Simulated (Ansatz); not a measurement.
Consider the cleavage of the Ga–Si bond: `[F][Ga]([F])[SiH3]` + NH₃ → `[NH2][Ga]([F])[F]` + SiH₄.

Isolated molecules relaxed with PBE0-D4/def2-TZVP in Ansatz; ΔE leaves out vibrations. CCSD(T)/CBS is the MP2 limit (def2-TZVPP, def2-QZVPP) plus CCSD(T) − MP2 in def2-TZVPP, frozen cores. This one scheme is used for every species. DFT in def2-TZVPP. B3LYP here is the variant with VWN-RPA as its local correlation; programs differ in this. For Ga outer-core shells are correlated without core-valence functions, which leaves a few kJ/mol of doubt a bond. Scalar relativity is left out up to krypton. Each species was taken in one conformer, which may not be the lowest.

`[F][Ga]([F])[SiH3]`:

Cartesian coordinates in Å:
```
F -0.709 2.561 0.412
Ga -0.945 0.838 0.218
F -2.645 0.439 0.336
Si 0.812 -0.730 -0.176
H 0.345 -2.089 0.188
H 1.988 -0.344 0.641
H 1.155 -0.675 -1.619
```

NH₃:

Cartesian coordinates in Å:
```
N 0.194 0.103 -0.177
H 0.375 -0.866 0.054
H 0.169 0.617 0.696
H -0.737 0.145 -0.573
```

`[NH2][Ga]([F])[F]`:

```xyz
6

N     0.648   -0.568   -0.572
Ga   -0.486    0.468    0.347
F    -2.203    0.191    0.356
F     0.039    1.878    1.220
H     0.361   -1.465   -0.924
H     1.641   -0.505   -0.426
```

SiH₄:

Cartesian coordinates in Å:
```
Si 0.000 0.000 0.000
H 1.034 1.064 0.041
H -0.818 0.058 1.238
H 0.659 -1.327 -0.097
H -0.875 0.206 -1.182
```

| level | ΔE (kJ/mol) | difference from CCSD(T)/CBS |
| --- | --- | --- |
| r2SCAN0-D4 | -0.4 | 3.4 |
| BHLYP-D4 | -3.8 | 0.0 |
| ωB97X-V | -3.4 | 0.4 |
| r2SCAN | 2.8 | 6.6 |
| B3LYP | 2.5 | 6.3 |
| r2SCAN0 | -0.7 | 3.1 |
| RPA@PBE/def2-TZVPP | -9.7 | -5.9 |
| MP2/def2-SVP | -25.4 | -21.6 |
| CCSD/def2-SVP | -19.4 | -15.6 |
| CCSD(T)/def2-TZVPP | -9.4 | -5.6 |
| CCSD(T)/CBS | -3.8 | 0 |

Largest T1 diagnostic among the species: 0.015.

Leaving LDA and LC-ωPBE aside and taking each functional with its dispersion term where it has one, the values, not all of them listed here, spread over 21.3 kJ/mol, from B2PLYP to PBE-D4. LDA lies −6.5 kJ/mol from PBE without D4. From BLYP to BHLYP (50 % exact exchange), in def2-TZVPP and without D4, ΔE moves by −14.7 kJ/mol. At CCSD(T), def2-SVP lies −14.6 kJ/mol from the extrapolated value and def2-TZVPP −5.6 kJ/mol.
